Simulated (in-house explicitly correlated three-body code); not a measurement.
Computed with an exponentially correlated three-body code. Model: two electrons around a point charge, non-relativistic, variational in 260 exponentially correlated functions (energies converged to about 1e-7 hartree, or 1e-8 relative for large Z).

Command:
```bash
python run_hyl.py task.json out
```
Settings (lengths in bohr, energies in hartree):
```
Z                      8
nuclear_mass           29148.95
interaction_strength   1
functions              260
states_tried           13
```

Cost of the run: 20 s on 1 thread of Intel(R) Xeon(R) 6975P-C (Granite Rapids), with other jobs on the host.

**Those bound S and P states to n = 4 that converged, binding against the one-electron ion.**

Given: nuclear charge 8; mass of the centre 29149 electron masses.

Computed: one-electron threshold -31.9989022 hartree.

```csv
term,energy (hartree),binding (eV)
1 1S,-59.1545331,738.94
2 3S,-38.5433226,178.08
2 3P,-38.2682429,170.6
2 1S,-38.2574418,170.3
2 1P,?,?
3 3S,-34.8372139,77.234
3 3P,-34.7623645,75.198
3 1S,-34.7616021,75.177
3 1P,-34.7081873,73.723
4 3S,-33.5779506,42.968
4 1S,-33.5473367,42.135
4 3P,?,?
4 1P,-33.5249933,41.527
```

Question: What belongs in the row 2 1P?

Answer: energy (hartree): -38.0733023; binding (eV): 165.29.

Question: What belongs in the row 4 3P?

Answer: energy (hartree): -33.547312; binding (eV): 42.134.

**Converged states only, values per electron or pair.**

| term | mean r (bohr) | mean r squared (bohr²) | mean inverse r (1/bohr) | mean r12 (bohr) | mean inverse r12 (1/bohr) | mean cosine | mean p1 dot p2 (bohr⁻²) | delta r1 (bohr⁻³) | delta r12 (bohr⁻³) |
| --- | --- | --- | --- | --- | --- | --- | --- | --- | --- |
| 1 1S | 0.19678 | 0.051959 | 7.6873 | 0.29041 | 4.6877 | -0.016574 | 0.95018 | 149.81 | 15.87 |
| 2 3S | 0.49706 | 0.40238 | 4.9058 | 0.83764 | 1.4065 | -0.0055185 | 0.07118 | 89.592 | - |
| 2 3P | 0.44131 | 0.31377 | 4.8868 | 0.73839 | 1.6529 | -0.071252 | -3.8775 | 80.762 | - |
| 2 1S | 0.51338 | 0.43424 | 4.884 | 0.86131 | 1.629 | -0.0083394 | 0.082372 | 89.041 | 2.6982 |
| 2 1P | 0.45416 | 0.33508 | 4.8701 | 0.73712 | 1.7749 | 0.047428 | 3.6948 | 81.639 | 0.69989 |
| 3 3S | 1.0199 | 1.9712 | 4.3974 | 1.8654 | 0.68419 | -0.0018277 | 0.020774 | 83.807 | - |
| 3 3P | 0.97249 | 1.803 | 4.3921 | 1.7732 | 0.74918 | -0.017339 | -0.90924 | 81.3 | - |
| 3 1S | 1.0438 | 2.0743 | 4.3917 | 1.911 | 0.74328 | -0.0026679 | 0.02577 | 83.69 | 0.78744 |
| 3 1P | ? | ? | ? | ? | ? | ? | ? | ? | ? |
| 4 3S | 1.7571 | 6.2476 | 4.2222 | 3.3339 | 0.39927 | -0.00079178 | 0.0086607 | 82.447 | - |
| 4 1S | ? | ? | ? | ? | ? | ? | ? | ? | ? |
| 4 3P | 1.7178 | 6.0073 | 4.22 | 3.2564 | 0.42551 | -0.0068539 | -0.35463 | 81.408 | - |
| 4 1P | 1.742 | 6.1871 | 4.2182 | 3.3024 | 0.44076 | 0.0045552 | 0.37548 | 81.484 | 0.09872 |

Question: What belongs in the row 3 1P?

Answer: mean r (bohr): 0.99077; mean r squared (bohr²): 1.8777; mean inverse r (1/bohr): 4.3876; mean r12 (bohr): 1.8038; mean inverse r12 (1/bohr): 0.78551; mean cosine: 0.011564; mean p1 dot p2 (bohr⁻²): 0.93847; delta r1 (bohr⁻³): 81.501; delta r12 (bohr⁻³): 0.22771.

Question: What belongs in the row 4 1S?

Answer: mean r (bohr): 1.7889; mean r squared (bohr²): 6.4898; mean inverse r (1/bohr): 4.2199; mean r12 (bohr): 3.3966; mean inverse r12 (1/bohr): 0.42311; mean cosine: -0.0011495; mean p1 dot p2 (bohr⁻²): 0.011043; delta r1 (bohr⁻³): 82.406; delta r12 (bohr⁻³): 0.32923.
